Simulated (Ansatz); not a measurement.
Correlation energies of CH₉BOSi₂ (`CBO[SiH2][SiH3]`) by basis set

Cartesian coordinates in Å:
```
C 1.6314 -1.2523 -0.2533
B 0.8119 -0.7372 -1.4830
O -0.0014 0.3471 -1.4448
Si -0.4067 1.4392 -0.2631
Si -1.8146 0.4662 1.3386
H 1.5654 -0.6384 0.6485
H 2.6876 -1.3567 -0.5243
H 1.2983 -2.2661 -0.0004
H 0.8692 -1.3123 -2.5385
H 0.8205 1.9733 0.3912
H -1.0956 2.5616 -0.9484
H -1.1200 -0.6520 2.0326
H -3.0478 -0.0638 0.6975
H -2.1982 1.4913 2.3475
```

Charge 0, multiplicity 1. All single points use the PBE0-D4/def2-TZVP geometry. It is one conformer, not always the lowest. Frozen core, restricted reference, the Gaussian-basis code of Ansatz. CBS rows extrapolate triple and quadruple zeta; past MP2 they add the triple-zeta difference.

```tsv
basis	HF (Eh)	MP2 corr.
def2-SVP	-720.31458	-0.61109
def2-TZVPP	-720.68929	-0.76269
def2-QZVPP	-720.71457	-0.81788
```

Problem. Estimate the CCSD correlation energy and the (T) correction in each basis where they were run (hartree).

Solution. 
```csv
basis,CCSD corr.,(T)
def2-SVP,-0.68326,-0.01776
def2-TZVPP,-0.82901,-0.02964
CBS(def2),-0.92508,as TZ
```
